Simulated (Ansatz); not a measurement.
Single points on AlCl2I (AlICl2).

```yaml
crystal:
  periodic: [false, false, false]
  atoms:
    - {symbol: Al, position_ang: [0.040631, 0.068346, -0.000178]}
    - {symbol: Cl, position_ang: [2.124142, 0.064031, 0.012354]}
    - {symbol: Cl, position_ang: [-0.959041, 1.896330, -0.017980]}
    - {symbol: I, position_ang: [-1.205732, -2.028707, 0.005804]}
basis:
  gaussian: {orbitals: def2-TZVP, initial_orbitals: start.molden}
correlation: {method: mp2}
scf: {omitted_lower_state_checks: [starts]}
output: {orbitals: {seedname: orbitals}}
```

The file start.molden holds the orbitals of an earlier run on this structure, at another level or in another basis.

```sh
$ ansatz run in.yaml --threads 4 --pin off --events-out ev --progress --plain --max-ram 3916MiB
```

It prints (some lines left out):

```
Functional definition: HF
1134 factors; integrals over basis functions are off by at most 9.7e-4 eV
mean field evaluation 1: about -39668.5651 eV, gradient 3.7e1 eV
mean field evaluation 2: about -39669.2132 eV, gradient 9.6e-1 eV
mean field evaluation 4: about -39669.6064 eV, gradient 1.5e-2 eV
mean field evaluation 8: about -39669.6068 eV, gradient 1.8e-6 eV
mean field -39669.60681329 eV, -1457.8311613632 hartree, gradient 3.3e-6 eV, S^2 0.000000; 0 other end points of the search recorded, 0 dependent functions left out
19 core orbitals not correlated: weight in the atoms' cores, before any rotation towards them, 1.000 or more for the frozen orbitals, at most 0.000 for the correlated occupied ones
reference -39669.60681329 eV, -1457.8311613632 hartree; 17, 17 occupied and 125, 125 virtual orbitals, 1134 factors
second order -25.21829902 eV of doubles, -0.00000000 eV of singles
Total energy: -39694.82511231 eV, -1458.7579167587 hartree
Checks for a lower state left out: starts
```

Hardware: 4 threads of Arm Neoverse V1 on a shared host. Wall time 1.6 s.

As the first input, with `hamiltonian: {xc: {name: BLYP}, dispersion: d4}` and without the key `correlation` (abridged; 1.4 s):

```
Functional definition: BLYP
mean field -39748.19601247 eV, -1460.7192611634 hartree, gradient 2.5e-5 eV, S^2 0.000000
Total energy: -39748.52718514 eV, -1460.7314315345 hartree
Checks for a lower state left out: starts
```

As the first input, with `hamiltonian: {xc: {name: r2SCAN0}, dispersion: d4}` and without the key `correlation` (abridged; 4.1 s):

```
Functional definition: r2SCAN0
mean field -39749.79131769 eV, -1460.7778875488 hartree, gradient 5.4e-6 eV, S^2 0.000000
Total energy: -39749.83671353 eV, -1460.7795558154 hartree
Checks for a lower state left out: starts
```

As the first input, with `hamiltonian: {xc: {name: CAM-B3LYP}, dispersion: d4}` and without the key `correlation` (abridged; 2.4 s):

```
Functional definition: CAM-B3LYP
mean field -39750.80612970 eV, -1460.8151812023 hartree, gradient 2.3e-5 eV, S^2 0.000000
Total energy: -39750.95808050 eV, -1460.8207652913 hartree
Checks for a lower state left out: starts
```

First input, but with `hamiltonian: {xc: pbe0, dispersion: d4}`, `output: {forces: true, orbitals: {seedname: orbitals}}` and without the key `correlation` (abridged; 3.1 s):

```
Functional definition: PBE0
mean field -39738.90363397 eV, -1460.3777725523 hartree, gradient 1.9e-5 eV, S^2 0.000000
Total energy: -39739.04504224 eV, -1460.3829692103 hartree
Atom 0 force     0.082856     0.139419    -0.000466 eV/Å
Atom 1 force    -0.174115    -0.006284    -0.000983 eV/Å
Atom 2 force     0.077710    -0.155875     0.001495 eV/Å
Atom 3 force     0.013550     0.022740    -0.000046 eV/Å
Dipole moment:    -0.072472    -0.121954     0.000365 e Å
Checks for a lower state left out: starts
```

As the first input, with `gaussian: {orbitals: def2-SVP, initial_orbitals: start.molden}`, `hamiltonian: {xc: pbe0, dispersion: d4}` and without the key `correlation` (abridged; 1.1 s):

```
Functional definition: PBE0
mean field -39727.69822431 eV, -1459.9659813424 hartree, gradient 2.9e-5 eV, S^2 0.000000
Total energy: -39727.83962827 eV, -1459.9711778420 hartree
Checks for a lower state left out: starts
```

The first input with `hamiltonian: {xc: {name: BHLYP}, dispersion: d4}` and without the key `correlation` (abridged; 2.2 s):

```
Functional definition: BHLYP
mean field -39748.68329081 eV, -1460.7371683121 hartree, gradient 5.3e-6 eV, S^2 0.000000
Total energy: -39748.95112826 eV, -1460.7470111568 hartree
Checks for a lower state left out: starts
```

Geometry: PBE0-D4/def2-SVP.

In the def2 sets I takes a core potential; there is no spin–orbit coupling. Correlated methods freeze 19 core orbitals; core or outer-core shells of I are correlated, in sets that lack core-valence functions.
